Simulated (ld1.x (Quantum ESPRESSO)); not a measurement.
**Transferability test, ultrasoft potential for Fe (Z = 26)**

```json
{
  "Element": "Fe (Z = 26)",
  "Generator": "ld1.x (Quantum ESPRESSO) 7.5",
  "Type": "ultrasoft",
  "Functional": "PBE",
  "Relativity": "scalar-relativistic",
  "Frozen core": "[Ne] 3s2",
  "Valence charge": "14",
  "Reference configuration": "3p6 3d6 4s1 4p0 (charge +1)",
  "Partial waves": "4s (bound): rcut 1.90, rcutus 2.05 bohr; 4s channel at 0.65 Ry: rcut 1.90, rcutus 2.05 bohr; 3p (bound): rcut 1.20, rcutus 1.45 bohr; 4p (bound, empty): rcut 1.20, rcutus 1.45 bohr; 3d (bound): rcut 1.50, rcutus 1.75 bohr; 3d channel at 3.65 Ry: rcut 1.50, rcutus 1.75 bohr",
  "Local potential": "all-electron potential smoothed inside 1.35 bohr (lloc = -1)",
  "Core correction": "a·sin(br)/r model core, default radius (core density twice the valence density)",
  "Augmentation charge": "PSQ, radius 1.05 bohr"
}
```

Energies are relative to the spin-unpolarised reference configuration 3p6 3d6 4s1 4p0; without spin polarisation the order of configurations can differ from experiment.

```
valence configuration  charge  ΔE all-electron (eV)  error AE − PS (meV)
      3p6 3d6 4s2 4p0       0                -8.729                 +1.0
      3p6 3d5 4s0 4p0      +3                50.426                  -25
      3p6 3d4 4s0 4p0      +4               103.516                 -128
      3p6 3d5 4s2 4p0      +1                 5.478                 -0.9
      3p6 3d5 4s2 4p1       0                 0.018                 +2.5
```

Task: What are ΔE and the potential's error for 3p6 3d6 4s0 4p0?

Result: ΔE = 16.203 eV all-electron; the error (AE − PS) is -1.0 meV.

Task: What are ΔE and the potential's error for 3p5 3d6 4s2 4p0?

Result: ΔE = 58.950 eV all-electron; the error (AE − PS) is -32 meV.

Levels in the configuration 3p6 3d6 4s2 4p0:

```csv
level,all-electron (eV),pseudo (eV)
3p,-60.043,-60.049
3d,-7.505,-7.505
4s,-5.292,-5.292
```

Note: ghost state, extra bound levels that the all-electron valence spectrum of the same l lacks: s at -48.0 eV. A true bound ghost makes a file unfit for plane-wave use.
